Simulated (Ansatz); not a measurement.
Basis sets compared for the cluster Ge2O2⁺ (the lowest doublet isomer of a short search). Total charge 1; doublet. Geometry PBE-D4/def2-SVP. Ansatz on 4 threads of Arm Neoverse V2 on a shared host; times are rough, and most runs start from earlier orbitals.

Cartesian coordinates in Å:
```
Ge -0.725 -1.272 -0.514
Ge 0.724 1.272 0.515
O 0.761 -0.626 0.478
O -0.760 0.626 -0.479
```

The 6-31G sets use Cartesian d functions. At HF/STO-3G the charge 1 doublet is spin-contaminated (final ⟨S²⟩ up to 0.85, 0.75 for a pure state). The structure comes from a short search, and lower isomers may exist.

```
           level  functions  energy (Eh)  HOMO (eV)  LUMO (eV)  wall time
       HF/STO-3G         46   -4251.0397     -13.09      -2.23      0.6 s
        HF/6-31G         76   -4299.5178     -15.99      -5.14      1.2 s
 PBE-D4/def2-SVP         92   -4302.7908     -12.58     -11.52     0.95 s
PBE0-D4/def2-SVP         92   -4302.8673     -13.67     -10.11      1.5 s
```

(1) Estimate the rows for HF/def2-TZVP, PBE-D4/def2-TZVP, PBE0-D4/def2-TZVP (with forces).

## Answers

(1) 
| level | functions | energy (Eh) | HOMO (eV) | LUMO (eV) | wall time |
| --- | --- | --- | --- | --- | --- |
| HF/def2-TZVP | 158 | -4300.2904 | -16.02 | -4.88 | 6 s |
| PBE-D4/def2-TZVP | 158 | -4303.5004 | -12.55 | -11.51 | 1.9 s |
| PBE0-D4/def2-TZVP (with forces) | 158 | -4303.5779 | -13.62 | -10.05 | 3.5 s |
